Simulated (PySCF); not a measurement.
States of one metal complex from SC-NEVPT2 in the d shell, PySCF, above the ground state:

```tsv
2S+1	degeneracy	energy / cm⁻¹	f (electric dipole)
3	1	0	–
3	2	3922	1.4e-05
3	1	8259	0
3	1	8827	0
3	2	10720	1.9e-06
1	1	13848	–
1	1	16279	–
1	2	19520	–
3	1	21649	0
1	1	23258	–
1	1	24377	–
3	2	25202	4.6e-05
```

Q: Which of these complexes, all computed at model or optimised geometries, gave the data?
A. [NiF5]3- (d8, square pyramidal)
B. [Ni(NH3)6]2+ (d8, octahedral)
C. CrF4 (d2, tetrahedral)
D. NiI2 (d8, linear)

A: A. [NiF5]3- (d8, square pyramidal) has 3B1, then 3E at 3922, 3B2 at 8259 cm⁻¹ (NEVPT2). The others: NiI2 (d8, linear) has 3Σg-, then 3Πg at 662, 3Δg at 2054 cm⁻¹ (NEVPT2); [Ni(NH3)6]2+ (d8, octahedral) has 3Ag (from 3A2g), then 3Ag (from 3T2g) at 12517, 3Eg (from 3T2g) at 12567 cm⁻¹ (NEVPT2); CrF4 (d2, tetrahedral) has 3A2, then 3T2 at 12953, 1E at 13405 cm⁻¹ (NEVPT2).

On [NiF5]3-: No frequencies were computed for the optimised geometry. NEVPT2 lifts 3B2 from 6336 to 8259 cm⁻¹; on the d shell alone such lifts tend to overshoot.
